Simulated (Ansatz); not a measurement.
Steps of a relaxation of `[NH2][Hf]([Cl])([Br])[Br]` with RKS PBE0-D4/def2-TZVP.

```sh
$ ansatz run in.yaml --threads 4 --pin off --events-out ev --progress --plain --max-ram 10444MiB
```

```yaml
crystal:
  periodic: [false, false, false]
  atoms:
    - {symbol: N, position_ang: [-0.634690, 0.777430, 0.937070]}
    - {symbol: Hf, position_ang: [0.390690, -0.407380, -0.287840]}
    - {symbol: Cl, position_ang: [2.068150, -1.847470, 0.233750]}
    - {symbol: Br, position_ang: [-1.298420, -1.799380, -1.479140]}
    - {symbol: Br, position_ang: [1.361520, 1.030620, -2.076000]}
    - {symbol: H, position_ang: [-1.529440, 0.558740, 1.371030]}
    - {symbol: H, position_ang: [-0.357800, 1.687450, 1.301130]}
basis:
  gaussian: {orbitals: def2-TZVP}
hamiltonian: {xc: pbe0, dispersion: d4}
relax: {f_tol: 0.005, max_steps: 150}
```

Positions (Å) and forces (eV/Å) along the path, 19 of 45 steps:

```xyz
7
step=1 energy=-155431.2138 eV
N    -0.635    0.777    0.937   -0.261    0.489    0.989
Hf    0.391   -0.407   -0.288   -0.984    0.456   -1.753
Cl    2.068   -1.847    0.234    1.010   -0.766    0.784
Br   -1.298   -1.799   -1.479   -0.035    0.012    0.175
Br    1.362    1.031   -2.076    0.030    0.113    0.138
H    -1.529    0.559    1.371    0.187   -0.079   -0.171
H    -0.358    1.687    1.301    0.054   -0.225   -0.162
7
step=3 energy=-155431.4475 eV
N    -0.551    0.694    0.933   -0.577    0.523    0.477
Hf    0.340   -0.411   -0.485   -0.062    0.127    0.458
Cl    2.015   -1.733    0.495   -0.084    0.073   -0.055
Br   -1.430   -1.830   -1.487   -0.083   -0.086   -0.049
Br    1.359    1.164   -2.107    0.079    0.085   -0.096
H    -1.477    0.507    1.351    0.731   -0.047   -0.395
H    -0.255    1.608    1.300   -0.003   -0.674   -0.340
7
step=4 energy=-155431.4392 eV rejected
N    -0.572    0.715    0.948    0.779   -1.017   -1.264
Hf    0.334   -0.406   -0.479   -0.251    0.355    0.676
Cl    1.999   -1.725    0.515   -0.069    0.053   -0.054
Br   -1.439   -1.818   -1.487   -0.065   -0.080   -0.035
Br    1.355    1.177   -2.093    0.075    0.071   -0.079
H    -1.447    0.454    1.351   -0.425    0.125    0.390
H    -0.230    1.604    1.246   -0.042    0.494    0.365
7
step=7 energy=-155431.4778 eV
N    -0.573    0.705    0.910    0.002    0.016   -0.004
Hf    0.318   -0.394   -0.491   -0.009   -0.024    0.008
Cl    1.985   -1.688    0.518   -0.001    0.003   -0.005
Br   -1.443   -1.851   -1.481    0.005    0.004    0.003
Br    1.375    1.179   -2.109    0.007    0.008   -0.007
H    -1.459    0.490    1.348   -0.007   -0.007    0.001
H    -0.204    1.559    1.306    0.002    0.000    0.006
7
step=8 energy=-155431.4780 eV
N    -0.573    0.707    0.909   -0.002    0.002    0.002
Hf    0.318   -0.394   -0.490    0.002   -0.004   -0.004
Cl    1.993   -1.680    0.516    0.000    0.002    0.000
Br   -1.444   -1.853   -1.475    0.001    0.001    0.001
Br    1.373    1.175   -2.116   -0.001   -0.002    0.001
H    -1.473    0.502    1.324   -0.002    0.000   -0.002
H    -0.193    1.543    1.332    0.003    0.000    0.003
7
step=11 energy=-155431.4770 eV rejected
N    -0.572    0.705    0.912   -0.124    0.108    0.174
Hf    0.317   -0.397   -0.489    0.012    0.021   -0.011
Cl    2.019   -1.646    0.513    0.005   -0.004    0.007
Br   -1.449   -1.860   -1.458   -0.004   -0.002   -0.004
Br    1.357    1.163   -2.137   -0.010   -0.010    0.004
H    -1.525    0.558    1.239    0.273    0.087   -0.062
H    -0.147    1.477    1.420   -0.152   -0.200   -0.108
7
step=16 energy=-155431.4793 eV
N    -0.573    0.704    0.912   -0.007    0.014    0.033
Hf    0.317   -0.396   -0.489    0.007   -0.012    0.008
Cl    2.025   -1.636    0.515   -0.005    0.007    0.000
Br   -1.447   -1.863   -1.456   -0.001    0.003   -0.004
Br    1.349    1.159   -2.145   -0.003    0.003   -0.008
H    -1.531    0.584    1.218    0.046    0.024   -0.009
H    -0.139    1.448    1.444   -0.039   -0.039   -0.021
7
step=26 energy=-155431.4863 eV
N    -0.566    0.688    0.927    0.017    0.000    0.028
Hf    0.325   -0.405   -0.481    0.008    0.013    0.046
Cl    2.089   -1.538    0.546   -0.018    0.016   -0.011
Br   -1.426   -1.895   -1.436   -0.008   -0.010   -0.012
Br    1.234    1.128   -2.231    0.001   -0.001   -0.010
H    -1.556    0.893    0.963    0.036    0.007    0.002
H    -0.101    1.128    1.712   -0.037   -0.025   -0.042
7
step=28 energy=-155431.4870 eV
N    -0.565    0.686    0.930    0.001    0.004    0.012
Hf    0.324   -0.404   -0.479    0.003    0.000    0.015
Cl    2.091   -1.529    0.549   -0.007    0.007   -0.005
Br   -1.421   -1.901   -1.439   -0.001   -0.003   -0.003
Br    1.223    1.125   -2.239   -0.001    0.000   -0.004
H    -1.548    0.925    0.947    0.020    0.005    0.000
H    -0.104    1.099    1.731   -0.017   -0.013   -0.016
7
step=30 energy=-155431.4881 eV
N    -0.562    0.687    0.932   -0.056    0.055    0.067
Hf    0.325   -0.403   -0.478    0.001   -0.006   -0.010
Cl    2.096   -1.513    0.557    0.003    0.001    0.001
Br   -1.407   -1.916   -1.438    0.001    0.001    0.003
Br    1.193    1.120   -2.259   -0.001    0.000    0.003
H    -1.526    1.001    0.907    0.109   -0.020    0.014
H    -0.119    1.024    1.779   -0.057   -0.031   -0.078
7
step=33 energy=-155431.4893 eV
N    -0.560    0.689    0.933    0.007    0.006    0.016
Hf    0.328   -0.401   -0.477    0.004   -0.008   -0.001
Cl    2.101   -1.501    0.561   -0.001    0.005    0.000
Br   -1.392   -1.935   -1.431   -0.001   -0.001    0.001
Br    1.160    1.121   -2.275   -0.001    0.001    0.002
H    -1.488    1.086    0.867    0.012    0.005    0.009
H    -0.149    0.942    1.822   -0.019   -0.009   -0.026
7
step=34 energy=-155431.4897 eV
N    -0.559    0.689    0.932    0.012    0.001    0.013
Hf    0.328   -0.401   -0.478   -0.001    0.002    0.004
Cl    2.103   -1.496    0.563    0.001    0.002    0.001
Br   -1.387   -1.943   -1.426   -0.001   -0.002   -0.002
Br    1.149    1.123   -2.279   -0.002   -0.001    0.001
H    -1.473    1.117    0.853    0.007    0.004    0.008
H    -0.161    0.912    1.835   -0.016   -0.007   -0.024
7
step=35 energy=-155431.4875 eV rejected
N    -0.557    0.691    0.931   -0.116    0.166    0.196
Hf    0.330   -0.401   -0.479   -0.013    0.018   -0.003
Cl    2.107   -1.482    0.570    0.008   -0.007    0.003
Br   -1.369   -1.970   -1.417    0.003   -0.002    0.000
Br    1.109    1.128   -2.294   -0.003   -0.007    0.007
H    -1.419    1.220    0.812    0.280   -0.156    0.091
H    -0.202    0.815    1.878   -0.159   -0.013   -0.295
7
step=37 energy=-155431.4893 eV rejected
N    -0.557    0.692    0.931   -0.084    0.096    0.091
Hf    0.328   -0.400   -0.478    0.002    0.001   -0.011
Cl    2.106   -1.481    0.572    0.001   -0.003    0.000
Br   -1.366   -1.972   -1.421    0.002    0.001    0.005
Br    1.107    1.126   -2.295   -0.001   -0.002    0.004
H    -1.415    1.223    0.816    0.174   -0.095    0.062
H    -0.203    0.811    1.875   -0.094    0.002   -0.150
7
step=40 energy=-155431.4897 eV rejected
N    -0.557    0.695    0.928   -0.044    0.080    0.145
Hf    0.329   -0.398   -0.480   -0.001   -0.001   -0.007
Cl    2.105   -1.481    0.570    0.001   -0.001    0.001
Br   -1.365   -1.973   -1.416    0.001    0.001   -0.001
Br    1.111    1.126   -2.298   -0.003   -0.001    0.001
H    -1.414    1.227    0.820    0.123   -0.070    0.025
H    -0.208    0.805    1.876   -0.078   -0.008   -0.165
7
step=41 energy=-155431.4901 eV
N    -0.558    0.692    0.931   -0.003    0.008    0.007
Hf    0.328   -0.400   -0.478    0.000    0.000   -0.003
Cl    2.104   -1.487    0.569    0.001    0.000    0.000
Br   -1.373   -1.962   -1.423   -0.001   -0.002    0.000
Br    1.123    1.125   -2.290    0.000    0.000    0.000
H    -1.435    1.186    0.832    0.010   -0.004    0.002
H    -0.189    0.846    1.860   -0.007   -0.002   -0.006
7
step=42 energy=-155431.4902 eV
N    -0.556    0.696    0.929   -0.007    0.011    0.045
Hf    0.329   -0.398   -0.480    0.001   -0.001   -0.001
Cl    2.105   -1.482    0.569   -0.002    0.000   -0.001
Br   -1.369   -1.969   -1.416    0.004    0.003    0.000
Br    1.116    1.126   -2.296   -0.004   -0.002    0.001
H    -1.420    1.212    0.823    0.036   -0.013    0.010
H    -0.206    0.816    1.871   -0.028    0.001   -0.054
7
step=44 energy=-155431.4903 eV
N    -0.555    0.695    0.930   -0.001    0.002    0.001
Hf    0.330   -0.399   -0.479    0.002   -0.001    0.000
Cl    2.107   -1.483    0.569   -0.002    0.001   -0.001
Br   -1.363   -1.976   -1.415    0.000    0.000    0.000
Br    1.104    1.128   -2.297    0.000    0.000    0.000
H    -1.403    1.235    0.814    0.001    0.000   -0.001
H    -0.219    0.800    1.878    0.000   -0.002    0.000
7
step=45 energy=-155431.4904 eV
N    -0.555    0.696    0.930   -0.002    0.001    0.003
Hf    0.331   -0.398   -0.479    0.001   -0.001    0.000
Cl    2.107   -1.482    0.569   -0.001    0.001    0.000
Br   -1.361   -1.978   -1.413    0.000    0.000    0.000
Br    1.101    1.128   -2.299    0.000    0.000    0.000
H    -1.396    1.244    0.811    0.002    0.000   -0.001
H    -0.226    0.790    1.882    0.000   -0.001   -0.002
```

Run time 4.1 min (4 threads of an Arm Neoverse V2 on a shared host); peak host memory 0.86 GiB.
